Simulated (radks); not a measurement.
Q: These are the eigenvalues of the occupied orbitals of an atom or ion with whole-number occupations (eV). Calculated with a radial shooting solver on a logarithmic mesh with Libxc functionals: non-relativistic Kohn-Sham, HCTH/407, spin-polarised, spherical densities, point nucleus.

orbital  eigenvalue
1s up     -4375.687
1s down   -4375.649
2s up     -478.3541
2s down   -478.0589
2p up     -397.0680
2p down   -396.8316
3s up      -62.4675
3s down    -61.3954
3p up      -41.5904
3p down    -40.5348
3d up      -10.8015
4s up      -10.1127

Which element is it, and in what charge state? The configuration may be excited. Open shells, if any, are filled with parallel spins first.

A: Z = 21, scandium, charge +1: Sc+ in [Ar] 3d1 4s1. The list shows which subshells hold electrons but not how many an open one holds; the 1s level, -160.8 hartree, gives Z - s = 17.9 by -(Z - s)^2/2, which with screening narrows Z to a few neighbours, and the depths of the outer levels then fix element, charge and occupations together.
